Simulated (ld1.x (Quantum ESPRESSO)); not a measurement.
# An all-electron radial function and its pseudo partner (rubidium)

Columns: radius, all-electron u(r) and pseudo u(r) of the 4s shell (level -31.91 eV) of rubidium in the configuration [Ar] 3d10 4s2 4p6 5s1 5p0; PBEsol, scalar-relativistic, TM semilocal scheme, ld1.x (Quantum ESPRESSO) 7.5.

```csv
r (bohr),all-electron,pseudo
0.124,-0.3030,-0.0455
0.248,0.1824,-0.0977
0.372,0.4810,-0.1640
0.496,0.3342,-0.2522
0.620,-0.0062,-0.3692
0.744,-0.3537,-0.5147
0.868,-0.6281,-0.6742
0.992,-0.8110,-0.8172
1.116,-0.9110,-0.9111
1.240,-0.9452,-0.9452
1.364,-0.9315,-0.9315
1.488,-0.8860,-0.8860
1.612,-0.8212,-0.8212
1.736,-0.7465,-0.7465
1.860,-0.6686,-0.6686
1.984,-0.5918,-0.5918
2.108,-0.5189,-0.5189
2.232,-0.4515,-0.4515
2.356,-0.3904,-0.3904
2.480,-0.3358,-0.3358
2.604,-0.2876,-0.2876
2.728,-0.2453,-0.2453
2.852,-0.2087,-0.2087
2.976,-0.1770,-0.1770
3.100,-0.1498,-0.1498
3.224,-0.1266,-0.1266
```

(1) How many radial nodes do the two functions have?

(2) At about which radius was the pseudo-wave matched?

(3) Is the pseudo-wave norm-conserving?

Answers

(1) The all-electron 4s function has n − l − 1 = 3 (the table is too coarse to show those close to the nucleus); the pseudo-wave has 0, since the states of the same l below it are removed with the core.

(2) 1.22 bohr, where the columns begin to agree (steps of 0.12 bohr).

(3) Yes: the TM semilocal scheme keeps the norm inside the radius equal to the all-electron one, which fixes the energy derivative of the logarithmic derivative at the level.
